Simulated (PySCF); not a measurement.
## Correlation energy of S²⁺ (sulfur, charge +2)

[Ne] 3s1 3p3, high-spin 5S determinant (an excited configuration). All numbers are calculated (PySCF 2.14, scalar relativity by spin-free X2C-1e, in aug-cc-pVTZ-DK (6s5p3d2f, 50 functions)). Frozen: [Ne]; 4 electrons correlated.

```csv
level,correlation energy (mhartree)
CCSD,-32.89
(T),-0.34
CCSD(T),-33.23
```

Diagnostics: T1 = 0.00089, D1 = 0.0022, largest double amplitude 0.043.

Cost of the coupled-cluster step: about 0.8 core-seconds, for 4 correlated electrons.

Iterations:

```
CC2 = 0
CCSD nocc = (np.int64(4), np.int64(0)), nmo = (45, 45)
frozen orbitals [[0, 1, 2, 3, 4], [0, 1, 2, 3, 4]]
max_cycle = 100
direct = 0
conv_tol = 1e-08
conv_tol_normt = 1e-06
diis_space = 8
diis_start_cycle = 0
Init t2, MP2 energy = -0.0245926056443038
Init E_corr(UCCSD) = -0.0245926056443106
cycle = 1  E_corr(UCCSD) = -0.0306715419794551  dE = -0.00607893634  norm(t1,t2) = 0.025548
cycle = 2  E_corr(UCCSD) = -0.0322675863175466  dE = -0.00159604434  norm(t1,t2) = 0.00732095
cycle = 3  E_corr(UCCSD) = -0.0328949967328706  dE = -0.000627410415  norm(t1,t2) = 0.00217662
cycle = 4  E_corr(UCCSD) = -0.0328905913864465  dE = 4.40534642e-06  norm(t1,t2) = 7.25041e-05
cycle = 5  E_corr(UCCSD) = -0.0328906158444142  dE = -2.44579677e-08  norm(t1,t2) = 6.06821e-06
cycle = 6  E_corr(UCCSD) = -0.0328905641416417  dE = 5.17027725e-08  norm(t1,t2) = 5.28484e-07
cycle = 7  E_corr(UCCSD) = -0.0328905746811989  dE = -1.05395572e-08  norm(t1,t2) = 6.55126e-08
cycle = 8  E_corr(UCCSD) = -0.0328905769902491  dE = -2.30905019e-09  norm(t1,t2) = 2.66935e-08
UCCSD converged
E(UCCSD) = -397.2514818555679  E_corr = -0.03289057699024908
UCCSD(T) correction = -0.000342086147163012
```
